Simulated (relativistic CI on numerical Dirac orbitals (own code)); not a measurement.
## Pr: q coefficients and field-shift factors

Calculated at this level of theory: Dirac-Coulomb-Breit CI, orbitals from a KLI potential per configuration, valence Slater integrals scaled by 0.85, P86 correlation energy added to each configuration, derivatives by finite differences, QED left out (own radial code, finite nucleus).

Configurations in the expansion (outside the closed core [Xe]): 4f3 6s2, 4f2 6s2 5d, 4f 6s2 5d2, 4f2 6s2 7p, 4f2 6s 6p2, 4f 6s2 6p 6f, 4f 6s2 6f2, 4f2 6s 7s2. Levels of other configurations are missing.

With x = (α/α₀)² − 1 an excitation energy changes as ω = ω₀ + qx; K = 2q/ω₀ is the relative enhancement. Terms are leading LS components, so labels can repeat. The field-shift factor is F = δν/δ⟨r²⟩ for the transition from the lowest level.

Lowest level 4f2 6s2 5d 4K_11/2.

| Level | ω₀ (cm⁻¹) | q (cm⁻¹) | F (GHz/fm²) |
| --- | --- | --- | --- |
| 4f2 6s2 5d 4I_9/2 | 511.5 | 994 | -0.122 |
| 4f2 6s2 5d 2H_9/2 | 1565.3 | 1842 | 0.0424 |
| 4f2 6s2 5d 4K_13/2 | 1825.5 | 1633 | 0.137 |
| 4f2 6s2 5d 4I_11/2 | 2168.1 | 1790 | 0.0867 |
| 4f2 6s2 5d 4G_5/2 | 2291.1 | 882.1 | 0.0392 |
| 4f2 6s2 5d 2H_11/2 | 2334.3 | 2573 | -0.0274 |
| 4f2 6s2 5d 4G_7/2 | 3283.6 | 1618 | 0.0767 |
| 4f2 6s2 5d 4H_7/2 | 3374.2 | 1199 | 0.0774 |
| 4f2 6s2 5d 4K_15/2 | 3693.7 | 3297 | 0.256 |
| 4f2 6s2 5d 4I_13/2 | 3821.3 | 3497 | 0.118 |
| 4f3 6s2 4I°_9/2 | 4311.8 | 25710 | -9.13 |
| 4f2 6s2 5d 4G_9/2 | 4653.9 | 2896 | 0.141 |
| 4f2 6s2 5d 2I_11/2 | 4726.0 | 3640 | 0.174 |

For a near-neutral ion this model can misplace configurations by up to about 10,000 cm⁻¹ (more where the count of f electrons changes) and terms by 10 to 25 % of their spread. Rates follow the energies as ν³ (E1, M1) or ν⁵ (E2), so they and the lifetimes can be off by large factors. The fine structure of a lone outer electron comes out too small, for d and f at times inverted, and misplaced configurations move strength between like terms. The computed lowest level isn't the tabulated ground level, which NIST ASD gives as 4f3 6s2 4I°9/2.

(1) Which transition from the lowest level has the largest |K|?

Answers

(1) 4f3 6s2 4I°_9/2 at 4311.8 cm⁻¹, K = 11.9.
